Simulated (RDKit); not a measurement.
Internal rotation in SMILES C([SiH2][SiH2]C=O)(C)(C)C. Scanned: dihedral C2–Si5–Si6–C7 and dihedral Si5–Si6–C7–O8; all other coordinates were relaxed at GFN2-xTB. GFN2-xTB can order the conformers of Si and Ge chains otherwise than DFT does. Points at φ and −φ are mirror images. Heavy atoms are numbered in the order of the SMILES CC(C)(C)[SiH2][SiH2]C=O, hydrogens after them in the order of the atoms that carry them; the mirror image has the same energies with the sign of each dihedral reversed.

Calculation: UFF // GFN2-xTB in RDKit 2026.03.6.

Energy in kJ/mol above the lowest grid point; x is the dihedral C2–Si5–Si6–C7 (°), y the dihedral Si5–Si6–C7–O8 (°).

```csv
y \ x,-150,-120,-90,-60,-30,0,30,60,90,120,150,180
180,6.5,8.5,5.2,4.0,11.6,14.3,11.6,4.0,5.2,8.5,6.5,3.8
150,11.9,13.5,9.6,7.9,14.8,17.6,13.7,10.4,9.7,12.9,10.7,8.7
120,10.8,12.4,8.3,6.5,11.4,15.4,10.7,7.8,8.4,11.9,9.7,7.6
90,8.0,9.6,5.7,4.4,8.3,12.2,8.6,4.2,6.3,9.7,7.7,5.2
60,3.2,4.9,2.0,5.3,7.8,12.7,6.9,0.0,2.0,5.3,3.4,0.8
30,9.8,11.3,8.2,14.7,21.0,24.5,19.7,8.8,8.1,11.5,9.8,7.3
0,12.0,13.8,9.9,15.5,25.4,29.8,25.4,15.5,9.9,13.8,12.0,10.2
-30,9.8,11.5,8.1,8.8,19.7,24.5,21.0,14.7,8.2,11.3,9.8,7.3
-60,3.4,5.3,2.0,0.0,6.9,12.7,7.8,5.3,2.0,4.9,3.2,0.8
-90,7.7,9.7,6.3,4.2,8.6,12.2,8.3,4.4,5.7,9.6,8.0,5.2
-120,9.7,11.9,8.4,7.8,10.7,15.4,11.4,6.5,8.3,12.4,10.8,7.6
-150,10.7,12.9,9.7,10.4,13.7,17.6,14.8,7.9,9.6,13.5,11.9,8.7
```

The six lowest points that lie below all their neighbours on the grid: x = -60, y = -60 (0.0 kJ/mol); x = 60, y = 60 (0.0 kJ/mol); x = 180, y = -60 (0.8 kJ/mol); x = 180, y = 60 (0.8 kJ/mol); x = -90, y = 60 (2.0 kJ/mol); x = 90, y = -60 (2.0 kJ/mol). The lowest path on the grid from the first to the second passes x = 120, y = 180 at 8.5 kJ/mol.
